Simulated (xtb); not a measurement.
H$_{3}$S (SMILES [SH3+]), charge +1, singlet, geometry from GFN2-xTB; GFN1-xTB with ALPB(cs2) (xtb 6.7.1).

xtb was given this input:
```
$ xtb mol.xyz --gfn 1 --chrg 1 --alpb cs2 --json

# file mol.xyz
4

S      0.00815214    -0.00667796     0.11475350
H     -0.52580220     1.06636048    -0.51777110
H      1.09132467    -0.05802782    -0.69808507
H     -0.69595671    -0.90148537    -0.62019990
```

Q: Write the output that xtb gives for this input, abridged.

A: 
```
   ID    Z sym.   atoms
    1   16 S      1
    2    1 H      2-4

           -------------------------------------------------
          |                Calculation Setup                |
           -------------------------------------------------

           -------------------------------------------------
          |                 G F N 1 - x T B                 |
           -------------------------------------------------

      * Solvation model:               ALPB
        Solvent                        cs2
        Parameter file                 internal GFN1-xTB/ALPB
        Dielectric constant                2.6400E+00
        Reference state                gsolv [1 M gas/solution]
        Free energy shift                  5.5033E-03 Eh       3.4534E+00 kcal/mol
        Temperature                        2.9815E+02 K
        Density                            1.2600E+00 kg/L
        Solvent mass                       7.6140E+01 g/mol
        Interaction kernel             P16
        Born radius scaling (c1)           1.3403E+00
        Born radii integrator          GBOBC
        Born offset                        0.0000E+00 a0       0.0000E+00 AA
        H-bond correction              false
        Ion screening                  false
        Surface tension                    1.0000E-05 Eh       1.5569E+01 dyn/cm
        Grid points                               230 per atom

          ...................................................
          :                      SETUP                      :
          :.................................................:
          :  # basis functions                  16          :
          :  # atomic orbitals                  15          :
          :  # shells                            9          :
          :  # electrons                         8          :
          :  # halogen bonds                     0          :
          :  max. iterations                   250          :
          :  Hamiltonian                  GFN1-xTB          :
          :  restarted?                      false          :
          :  GBSA solvation                   true          :
          :  PC potential                    false          :
          :  electronic temp.          300.0000000     K    :
          :  accuracy                    1.0000000          :
          :  -> integral cutoff          0.2500000E+02      :
          :  -> integral neglect         0.1000000E-07      :
[...]
         :: total energy              -4.884223514693 Eh    ::
[...]
         3        2.0000           -0.7179723             -19.5370
         4        2.0000           -0.6893298             -18.7576 (HOMO)
         5                         -0.3610960              -9.8259 (LUMO)
         6                         -0.3610960              -9.8259
         7                         -0.2979320              -8.1071
         8                         -0.2599082              -7.0725
         9                         -0.2599082              -7.0725
        10                         -0.2595653              -7.0631
        11                         -0.2178471              -5.9279
        12                         -0.2178471              -5.9279
        13                          0.0268110               0.7296
        14                          0.2910955               7.9211
        15                          0.2910955               7.9211
      -------------------------------------------------------------
                  HL-Gap            0.3282338 Eh            8.9317 eV
             Fermi-level           -0.5252129 Eh          -14.2918 eV

  Mulliken/CM5 charges         n(s)   n(p)   n(d)
     1S     0.07454 -0.11398   1.931  4.004 -0.010
     2H     0.30849  0.37133   0.692  0.000  0.000
     3H     0.30849  0.37133   0.692  0.000  0.000
     4H     0.30849  0.37133   0.692  0.000  0.000

Wiberg/Mayer (AO) data.
largest (>0.10) Wiberg bond orders for each atom

 ---------------------------------------------------------------------------
     #   Z sym  total        # sym  WBO       # sym  WBO       # sym  WBO
 ---------------------------------------------------------------------------
     1  16 S    2.704 --     3 H    0.901     2 H    0.901     4 H    0.901
     2   1 H    0.904 --     1 S    0.901
     3   1 H    0.904 --     1 S    0.901
     4   1 H    0.904 --     1 S    0.901
 ---------------------------------------------------------------------------

Topologies differ in total number of bonds
Writing topology from bond orders to xtbtopo.mol

 dipole moment from electron density (au)
     X       Y       Z
  -0.0817   0.0669  -1.1495  total (Debye):    2.934

           -------------------------------------------------
          | TOTAL ENERGY               -4.884223514693 Eh   |
          | GRADIENT NORM               0.040022495160 Eh/α |
          | HOMO-LUMO GAP               8.931696956834 eV   |
           -------------------------------------------------

normal termination of xtb
```
